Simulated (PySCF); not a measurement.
## Stretching ZnCl

Set-up: PySCF, no relativity, basis sets Zn pcseg-1, Cl pcseg-1. Energies in eV from Zn + Cl in their ground configurations at the same level. State: ²Σ⁺ (doublet), unpaired electrons σ ↑.

| R (Å) | UHF | PBE | B97-3 | UHF-SCS-MP2 |
| --- | --- | --- | --- | --- |
| 1.877 | -0.841 | -1.343 | -1.136 | -1.324 |
| 1.964 | -1.402 | -1.827 | -1.653 | -1.820 |
| 2.051 | -1.716 | -2.091 | -1.941 | -2.076 |
| 2.116 | -1.835 | -2.186 | -2.050 | -2.155 |
| 2.182 | -1.879 | -2.218 | -2.092 | -2.163 |
| 2.248 | -1.868 | -2.204 | -2.085 | -2.118 |
| 2.335 | -1.789 | -2.135 | -2.022 | -2.001 |
| 2.444 | -1.624 | -1.997 | -1.888 | -1.795 |
| 2.575 | -1.370 | -1.797 | -1.689 | -1.505 |
| 2.749 | -0.997 | -1.522 | -1.410 | -1.101 |

Q: Put a parabola through the three lowest points of the UHF curve and estimate Re, k and ωe (reduced mass 22.6 u; 1 eV/Å² = 0.16022 mdyn/Å; ωe = 1302.8·√(k/μ) cm⁻¹).

A: Through R = 2.116, 2.182, 2.248 Å the second-order coefficient is 6.31 eV/Å², so Re ≈ 2.202 Å, k ≈ 2.02 mdyn/Å and ωe ≈ 390 cm⁻¹. A polynomial fit of higher order to the unrounded UHF energies gives Re = 2.199 Å, k = 1.93 mdyn/Å, ωe = 381 cm⁻¹; anharmonicity and rounding make the difference.

The higher-order fit for each curve: UHF: Re = 2.199 Å, ωe = 381 cm⁻¹, De = 1.88 eV; PBE: Re = 2.192 Å, ωe = 352 cm⁻¹, De = 2.22 eV; B97-3: Re = 2.203 Å, ωe = 352 cm⁻¹, De = 2.09 eV; UHF-SCS-MP2: Re = 2.157 Å, ωe = 405 cm⁻¹, De = 2.17 eV.

Correlated steps freeze 10 core orbitals. Correlated levels converge slowly with the basis: in double zeta they bind strong bonds too weakly, by up to about 1 eV, and carry superposition errors of some tenths. The state was picked by a PBE0 search and need not be the measured ground state.
